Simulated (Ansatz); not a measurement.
Relaxation of Cl3Ge2H5 (10 atoms, charge 0, multiplicity 1), to a largest force component of 0.03 eV/Å in at most 50 steps.

All numbers below come from Ansatz, RHF/def2-SVP.

```xyz
10
Properties=species:S:1:pos:R:3
Ge 0.478 0.141 -0.482
Ge -0.029 0.466 3.090
H -1.387 0.074 2.505
H 0.872 -0.767 3.203
H -0.218 1.103 4.470
Cl 1.456 0.035 -2.381
Cl -1.282 1.333 -0.697
Cl -0.115 -1.846 0.042
H 1.403 0.748 0.578
H 0.653 1.468 2.138
```

Task: Where does it end, and by what steps?

Result: It converged. The force dipped under the threshold on the way, but the program's further checks kept it going. After 11 steps the energy has fallen by 0.402 eV; H9 moved furthest, 1.19 Å.

```
step  energy less start (eV)  largest force component (eV/Å)  accepted
   0                  0.0000                           0.786       yes
   1                 -0.2150                           0.231       yes
   2                 -0.3240                           0.103       yes
   3                 -0.3628                           0.102       yes
   4                 -0.3814                           0.111       yes
   5                 -0.3933                           0.123       yes
   6                 -0.3949                           0.218       yes
   7                 -0.3991                           0.119       yes
   8                 -0.4007                           0.013       yes
   9                 -0.4012                           0.041       yes
  10                 -0.4014                           0.047       yes
  11                 -0.4015                           0.012       yes
```

```xyz
10
Properties=species:S:1:pos:R:3
Ge 0.685 0.254 -1.153
Ge -0.212 0.368 3.709
H -1.613 -0.089 3.291
H 0.679 -0.850 3.972
H -0.305 1.219 4.981
Cl 1.231 -0.365 -3.124
Cl -1.057 1.482 -1.282
Cl 0.193 -1.488 -0.012
H 1.822 1.008 -0.502
H 0.405 1.215 2.587
```

Whether the end is a true minimum wasn't checked by a vibrational analysis.

Run time: 31 s on 4 threads of Intel(R) Xeon(R) Platinum 8375C CPU @ 2.90GHz (Ice Lake) (shared host), peak memory 0.45 GiB.
